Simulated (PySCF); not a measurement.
Spin states and ions at one geometry of Pt3

PySCF 2.14.0, UKS r2SCAN, Pt def2-SVP with ECP60; non-relativistic Hamiltonian with scalar-relativistic core potentials where named; density fitting; no spin-orbit coupling; singlets restricted, open shells unrestricted. The geometry is relaxed for charge 0, triplet, vacuum:

```xyz
3

Pt    1.4408    0.0000    0.0000
Pt   -0.7204    1.2478    0.0000
Pt   -0.7204   -1.2478    0.0000
```

Energies count from the relaxed state; an electron taken off or put on is at rest in vacuum. Charges and spins are Mulliken's.

| state | energy (eV) | spin squared | charge on Pt1 (e) | spin on Pt1 (e) | dipole about the centre of mass (D) |
| --- | --- | --- | --- | --- | --- |
| charge 0, triplet, vacuum | 0.00 | 2.05 | 0.00 | 0.67 | 0.00 |
| charge 0, singlet, vacuum | 0.10 | 0.00 | 0.00 | 0.00 | 0.00 |
| charge +1, doublet, vacuum | 7.94 | 1.26 | 0.31 | -0.17 | 0.14 |
| charge +1, quartet, vacuum | 7.78 | 3.77 | 0.33 | 0.96 | 0.13 |
| charge -1, doublet, vacuum | -1.96 | 1.02 | -0.33 | 0.33 | 0.00 |
| charge -1, quartet, vacuum | -1.85 | 3.85 | -0.33 | 1.27 | 0.90 |

Problem. What does the state charge 0, quintet, vacuum give?

Solution. energy (eV) 0.67, spin squared 6.04, charge on Pt1 (e) 0.04, spin on Pt1 (e) 1.08, dipole about the centre of mass (D) 0.97.

With an electron taken off (quartet, the lower of the two states computed) the charges change, summed by element, by Pt +1.00 e. The vertical ionisation energy is 7.78 eV, against −ε(HOMO) = 5.00 eV over both spins of the relaxed state. The level lies 2.8 eV too high, as is usual for semilocal functionals and global hybrids, which keep a self-interaction error.

With an electron put on (doublet, the lower of the two states computed) the charges change, summed by element, by Pt -1.00 e. The vertical electron affinity is 1.96 eV, against −ε(LUMO) = 4.65 eV over both spins of the relaxed state. The basis has no diffuse functions, which an added electron needs. The added electron's level lies above zero.

Open shells may have lower solutions than those found. Hard to converge, so the more doubtful: charge 0, quintet, vacuum; charge +1, doublet, vacuum; charge -1, quartet, vacuum. Strongly mixed with higher spins, so no pure states, and their order against close states isn't settled: charge +1, doublet, vacuum. A restricted singlet can lie too high where a spin-broken solution exists, which wasn't tested: charge 0, singlet, vacuum.

No frequency check is given that shows the relaxed geometry to be a minimum.
